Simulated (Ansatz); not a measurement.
Gas-phase electronic energies from Ansatz, PBE0-D4/def2-TZVP geometries. CCSD(T)/CBS is the MP2 limit (def2-TZVPP, def2-QZVPP) plus CCSD(T) − MP2 in def2-TZVPP, frozen cores. This one scheme is used for every species. Functionals use def2-TZVPP. Each species was taken in one conformer, which may not be the lowest.

Consider the ligand exchange at the Al–O bond: `[OH][Al]([OH])[O][SiH3]` + CH₃NH₂ → `C[NH][Al]([OH])[OH]` + silanol.

```tsv
level	ΔE (kcal/mol)
ωB97X-V	17.8
ωB97M-V	17.6
B2PLYP	18.4
PBE0	17.2
HF/def2-TZVPP	21.3
MP2/def2-TZVPP	18.0
SCS-MP2/def2-TZVPP	18.5
MP2/def2-QZVPP	17.9
```

**Question.** What does CCSD(T)/CBS give? (Best estimate.)

**Answer.** Ansatz gave: +17.8 kcal/mol. The listed levels differ from it by 0.0, -0.2, 0.6, -0.6, 3.5, 0.2, 0.7, 0.1 kcal/mol.

Largest T1 diagnostic among the species: 0.012.

In def2-TZVPP, CCSD(T) changes the Hartree–Fock value by −3.1 kcal/mol (the triples alone add −0.5 kcal/mol) and MP2 by −3.3 kcal/mol. From PBE to PBE0 (25 % exact exchange), in def2-TZVPP and without D4, ΔE moves by +1.0 kcal/mol.
